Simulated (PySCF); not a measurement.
Simulated C 1s region for `CNC1[SiH2]C[SiH2]1`, binding energy against the vacuum level.

Every computed line was given a Gaussian of 0.8 eV full width at half maximum and an area set by the number of equivalent atoms; the highest printed point is 100. Method used: delta-SCF UKS SCAN, pcX-2 on the ionised atom, pcseg-1 elsewhere, spin-free X2C (PySCF 2.14.0).

binding energy (eV), intensity and a bar:
```
    288.4          0 
    288.5          1 
    288.6          1 
    288.7          3 #
    288.8          5 ##
    288.9         10 ###
    289.0         18 #####
    289.1         28 ########
    289.2         41 ############
    289.3         55 ################
    289.4         69 #####################
    289.5         82 ########################
    289.6         91 ###########################
    289.7         97 #############################
    289.8        100 ##############################
    289.9        100 ##############################
    290.0         97 #############################
    290.1         90 ###########################
    290.2         81 ########################
    290.3         69 #####################
    290.4         56 #################
    290.5         45 ##############
    290.6         38 ###########
    290.7         36 ###########
    290.8         40 ############
    290.9         47 ##############
    291.0         57 #################
    291.1         65 ####################
    291.2         70 #####################
    291.3         69 #####################
    291.4         62 ###################
    291.5         52 ###############
    291.6         39 ############
    291.7         28 ########
    291.8         18 #####
    291.9         10 ###
    292.0          6 ##
    292.1          3 #
    292.2          1 
    292.3          1 
    292.4          0
```

Count the maxima, the lines and the sites behind this envelope.

The curve has 2 maxima (at 289.8 and 291.2 eV). Under it lie 3 lines from 3 inequivalent carbon sites. At this width some lines have no maximum of their own.

Decompose the envelope and assign each component. Numbering: `[CH3:1][NH:2][CH:3]1[SiH2:4][CH2:5][SiH2:6]1`.

| position (eV) | relative area | line | atoms | environment |
| --- | --- | --- | --- | --- |
| 289.57 | 1 | C 1s | C5 | sp3 carbon bound to silicon |
| 290.12 | 1 | C 1s | C3 | sp3 carbon bound to nitrogen |
| 291.24 | 1 | C 1s | C1 | N-methyl carbon |

The listed C 1s values span 1.67 eV, from C5 (bonded to 2 H and 2 Si) to C1 (bonded to N and 3 H). The widest gap between neighbouring values is 1.12 eV, between 290.12 and 291.24 eV. Summing the Pauling electronegativity differences to the bonded atoms, each weighted by its formal bond order, gives -2.00 for the lowest site and -0.56 for the highest; no listed site has a larger sum than the highest.

The curve has no shake-up lines and no vibrational structure. Isolated species at its PBE0-D3(BJ)/def2-SVP geometry (one conformer only).

The values belong to the conformer `[CH3:1][NH:2][CH:3]1[SiH2:4][CH2:5][SiH2:6]1`: C1–N2–C3–Si4 -173°.
